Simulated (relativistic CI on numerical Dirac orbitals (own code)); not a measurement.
Sensitivity of the levels of Cr⁺ to α and to the nuclear radius

These numbers are calculated, not measured: Dirac-Coulomb-Breit CI, KLI orbitals optimised for each configuration, valence Slater integrals scaled by 0.85, P86 correlation energy added to each configuration, derivatives by finite differences, QED left out (own radial code, finite nucleus).

Configurations in the expansion (outside the closed core [Ar]): 3d⁵, 3d⁴4s, 3d⁴4p, 3d³4s4p, 3d³4s², 3d⁴4d. Levels of other configurations are missing.

With x = (α/α₀)² − 1 an excitation energy changes as ω = ω₀ + qx; K = 2q/ω₀ is the relative enhancement. Terms are leading LS components, so labels can repeat. The field-shift factor is F = δν/δ⟨r²⟩ for the transition from the lowest level.

Lowest level 3d⁵ ⁶S5/2.

```tsv
Level	ω₀ (cm⁻¹)	q (cm⁻¹)	F (GHz/fm²)
3d⁴4s ⁶D1/2	9764.6	-2465	0.986
3d⁴4s ⁶D3/2	9831.1	-2397	0.986
3d⁴4s ⁶D5/2	9939.8	-2288	0.987
3d⁴4s ⁶D7/2	10087.5	-2143	0.988
3d⁴4s ⁶D9/2	10270.6	-1967	0.989
3d⁴4s ⁴D1/2	19431.7	-2039	0.79
3d⁴4s ⁴D3/2	19530.6	-1937	0.79
3d⁴4s ⁴D5/2	19691.1	-1776	0.79
3d⁴4s ⁴D7/2	19908.2	-1564	0.79
3d⁵ ⁴G11/2	21672.9	-251.5	0.0815
3d⁵ ⁴G5/2	21676.6	-259	0.0835
3d⁵ ⁴G9/2	21679.1	-245.7	0.0824
3d⁵ ⁴G7/2	21679.3	-250	0.0831
```

Correlation outside the listed configurations is missing or only estimated: errors of thousands of cm⁻¹ between configurations and terms are usual at this charge. Rates and lifetimes follow the computed energies and can be off by large factors. The fine structure of a lone outer electron comes out too small, for d and f at times inverted, and misplaced configurations move strength between like terms.

Which transition from the lowest level has the largest |K|?

3d⁴4s ⁶D1/2 at 9764.6 cm⁻¹, K = -0.505.
